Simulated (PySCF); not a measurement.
HCl$_{3}$Ge, charge -1, doublet, at a GFN2-xTB geometry (a state made from the parent by changing its charge; the spin is typed, not shown lowest). Base run: M062X/cc-pVDZ in PySCF.

Geometry (Å):
```xyz
5

Ge     0.1896     0.1447     0.1169
Cl    -0.8101     2.3658    -0.0607
Cl     2.0141    -1.4788     0.1157
Cl    -1.5598    -1.1633    -0.3802
H     -0.0180     0.0688     1.7874
```
Charge -1, spin multiplicity 2.
Orbitals are unrestricted.
All else is at PySCF's defaults.
Base energy -3458.30783 Eh.

Each row names what was changed in the base input (with any setting that the change needs).

| change | ΔE vs base (µEh) | SCF cycles | <S^2> | outcome |
|---|---|---|---|---|
| base | 0.0 | 11 | 0.754 | converged |
| level_shift = 0.1 (with mf.max_cycle = 100) | 0.0 | 13 | 0.754 | converged |
| diis_space = 12 | 0.0 | 11 | 0.754 | converged |
| level_shift = 0.5 (with mf.max_cycle = 100) | 0.0 | 24 | 0.754 | converged |
| conv_tol_grad = 1e-7 | 0.0 | 15 | 0.754 | converged |
| conv_tol = 1e-7 | 0.0 | 9 | 0.754 | converged |
| DIIS = ADIIS | 0.0 | 19 | 0.754 | converged |
| conv_tol = 1e-6 | 0.0 | 8 | 0.754 | converged |
| solver = newton; init_guess = 1e | - | - | - | cut at the time limit |
| diis_space = 20 | 0.0 | 11 | 0.754 | converged |
| init_guess = atom | 0.0 | 11 | 0.754 | converged |
| solver = newton | 0.0 | - | 0.754 | converged |
| conv_tol = 1e-4 | 1.5 | 6 | 0.754 | converged |

Open shells are given as the SCF converged; they aren't shown to be the lowest states, and a large step between rows can be another state.
